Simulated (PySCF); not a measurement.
C₆H₁₀Si₂, SMILES [SiH3]c1ccccc1[SiH3], GFN2-xTB optimised geometry.

```
18

Si    -1.72    -2.04     0.01
C     -0.70    -0.45     0.00
C     -1.37     0.77     0.00
C     -0.69     1.98     0.00
C      0.69     1.97     0.00
C      1.37     0.77     0.00
C      0.70    -0.45     0.00
Si     1.72    -2.04    -0.01
H     -3.14    -1.68    -0.12
H     -1.53    -2.75     1.28
H     -1.34    -2.90    -1.10
H     -2.45     0.78     0.00
H     -1.24     2.91     0.00
H      1.24     2.91     0.00
H      2.45     0.78     0.00
H      1.33    -2.91     1.10
H      3.14    -1.68     0.13
H      1.53    -2.74    -1.29
```

Density from PBE/def2-SVP (PySCF 2.14.0) at that geometry.

Minimum of the electron density along straight lines between bonded atoms, close to the bond critical point (lines longer than 1.1 times the sum of covalent radii, or with two minima, are not listed):

```
bond     length / Å  ρ at the minimum / e bohr⁻³  ∇²ρ there / e bohr⁻⁵  position (fraction from the first atom)
-------  ----------  ---------------------------  --------------------  ---------------------------------------
Si1–C2        1.888                        0.113                  0.31                                     0.38
C2–C3         1.392                        0.303                 -0.73                                     0.50
C3–C4         1.383                        0.310                 -0.77                                     0.50
C4–C5         1.383                        0.310                 -0.77                                     0.50
C5–C6         1.383                        0.310                 -0.77                                     0.50
C2–C7         1.403                        0.295                 -0.69                                     0.50
C6–C7         1.392                        0.303                 -0.73                                     0.50
C7–Si8        1.888                        0.113                  0.31                                     0.62
Si1–H9        1.466                        0.116                  0.32                                     0.49
Si1–H10       1.466                        0.116                  0.32                                     0.49
Si1–H11       1.465                        0.116                  0.32                                     0.49
C3–H12        1.082                        0.281                 -1.05                                     0.63
C4–H13        1.081                        0.281                 -1.05                                     0.63
C5–H14        1.081                        0.281                 -1.05                                     0.63
C6–H15        1.082                        0.281                 -1.05                                     0.63
Si8–H16       1.465                        0.116                  0.32                                     0.49
Si8–H17       1.466                        0.116                  0.32                                     0.49
Si8–H18       1.466                        0.116                  0.32                                     0.49
```
